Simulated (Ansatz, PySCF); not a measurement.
Species: CHS, charge 0, multiplicity 2. It need not be the lowest isomer of its formula. SMILES: [S][CH]
Geometry: optimised at B3LYP-D3(BJ)/def2-TZVP (Ansatz, a program for electronic structure).

Wanted: vertical ionisation energy (to the singlet state of charge +1; each state is the SCF solution reached for its spin; the UHF <S^2> is 1.00 for the doublet (pure: 0.75); for the singlet the Hartree-Fock reference is unstable and T1 is 0.025; for the doublet T1 is 0.060), in eV. Correlated levels leave the core frozen unless marked. Open shells are spin-unrestricted. Spin-orbit coupling is left out. No relativistic terms. Basis-set limits of correlation are two-point, X^-3; Hartree-Fock from the larger set.

```tsv
level	program	vertical ionisation energy (eV)
PBE/def2-TZVPD	Ansatz	8.49
MP2/def2-SVPD	Ansatz	7.57
MP2/aug-cc-pV(T+d)Z	Ansatz	7.68
MP2/CBS(aug-cc-pV(T+d)Z,aug-cc-pV(Q+d)Z)	Ansatz	7.73
CCSD/aug-cc-pV(Q+d)Z	Ansatz	8.40
CCSD/CBS(def2-TZVPPD,def2-QZVPPD)	Ansatz	8.44
CCSD(T)/CBS(aug-cc-pV(T+d)Z,aug-cc-pV(Q+d)Z)	Ansatz	8.32
```

For comparison, minus the highest occupied orbital energy (PySCF): 4.78 eV at BP86/def2-TZVPD, 5.39 eV at TPSSh/def2-TZVPD, 4.69 eV at M06-L/def2-TZVPD.
